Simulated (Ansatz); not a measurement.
Geometry optimisation, RKS PBE/def2-SVP in Ansatz 0.2.0.

Input:

```yaml
crystal:
  periodic: [false, false, false]
  atoms:
    - { symbol: Ge, position_ang: [0.267389, 0.040715, 0.046891] }
    - { symbol: C, position_ang: [0.916064, -0.02945, 1.877275] }
    - { symbol: H, position_ang: [0.189234, -0.213639, 2.694776] }
    - { symbol: H, position_ang: [1.694525, -0.818928, 1.897991] }
    - { symbol: H, position_ang: [1.405343, 0.952573, 2.063508] }
    - { symbol: H, position_ang: [1.755122, 0.056275, -0.331162] }
    - { symbol: H, position_ang: [-0.593635, 1.246262, -0.390305] }
    - { symbol: Cl, position_ang: [-0.737142, -1.780508, -0.600874] }
basis:
  gaussian: { orbitals: def2-SVP }
hamiltonian:
  xc: pbe
relax:
  f_tol: 0.03
  max_steps: 50
output:
  orbitals: {}
```

Run as:

```bash
$ ansatz run input.yaml --threads 2 --pin off --max-ram 3072MiB --backend cpu --events-out ev --progress --plain --runs-dir out
```

Problem. Where does it end, and by what steps?

Solution. The run converged. After 5 steps the energy has fallen by 0.420 eV; H6 moved furthest, 0.57 Å.

| step | energy less start (eV) | largest force component (eV/Å) | accepted |
| --- | --- | --- | --- |
| 0 | 0.0000 | 1.324 | yes |
| 1 | -0.2510 | 0.510 | yes |
| 2 | -0.3612 | 0.379 | yes |
| 3 | -0.4155 | 0.184 | yes |
| 4 | -0.4192 | 0.079 | yes |
| 5 | -0.4200 | 0.026 | yes |

```xyz
8
Properties=species:S:1:pos:R:3
Ge 0.425 0.057 0.044
C 0.925 -0.029 1.932
H 0.020 -0.139 2.560
H 1.592 -0.894 2.110
H 1.455 0.900 2.221
H 1.663 0.141 -0.887
H -0.563 1.217 -0.248
Cl -0.620 -1.798 -0.475
```

Whether the end is a true minimum wasn't checked by a vibrational analysis.

Run time: 5 s on 2 threads of Intel(R) Xeon(R) 6975P-C (Granite Rapids), with other jobs on the host, peak memory 0.14 GiB.
